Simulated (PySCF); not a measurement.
A calculated (B3LYP, PySCF 2.14, x2c-TZVPall, scalar relativity by spin-free X2C-1e) atom or ion has these occupied shells.

| shell | electrons | orbital energy (eV) | rms radius, mean of both spins (bohr) |
| --- | --- | --- | --- |
| 1s | 2 | -237.61 | 0.379 |

Task: Name the element and its charge.

Result: B³⁺ (boron, charge +3), in 1s2, closed-shell 1S.
